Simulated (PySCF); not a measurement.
## Ir(50+) (iridium, charge +50) across methods

[Ar] 3d9, 2D determinant. Computed with PySCF 2.14 in an uncontracted even-tempered set (17 s from 11 bohr⁻², ratio 2.5; 13 p from 15 bohr⁻², ratio 2.5; 7 d from 15 bohr⁻², ratio 2.5; 4 f from 62 bohr⁻², ratio 2.7; 3 g from 94 bohr⁻², ratio 2.7), with the spin-free X2C one-electron Hamiltonian (Gaussian nucleus).

| method | E (hartree) | mean ε 3p β (eV) | mean ε 3d α (eV) | mean ε 3d β (eV) | Σ⟨r²⟩ (bohr²) | ⟨S²⟩ |
| --- | --- | --- | --- | --- | --- | --- |
| TPSSh | -15896.25 | -5189.3 | -4651.6 | -4644.9 | 0.6500 | 0.750 |
| LDA | -15884.45 | -5175.8 | -4643.3 | -4636.5 | 0.6503 | 0.750 |
| r2SCAN | -15896.68 | -5189.6 | -4651.0 | -4643.9 | 0.6496 | 0.750 |
| PBE0 | -15896.11 | -5200.8 | -4663.4 | -4656.3 | 0.6498 | 0.750 |
| M06 | -15896.98 | -5203.6 | -4666.0 | -4658.2 | 0.6494 | 0.750 |
| PBE | -15896.17 | -5177.7 | -4644.0 | -4637.5 | 0.6500 | 0.750 |

**Question.** Estimate the same row for UHF.

**Answer.** E (hartree) = -15894.39677; mean ε 3p β (eV) = -5267.6; mean ε 3d α (eV) = -4719.2; mean ε 3d β (eV) = -4710.3; Σ⟨r²⟩ (bohr²) = 0.6493; ⟨S²⟩ = 0.750.

Spin-orbit coupling, absent here, splits the open shell strongly.
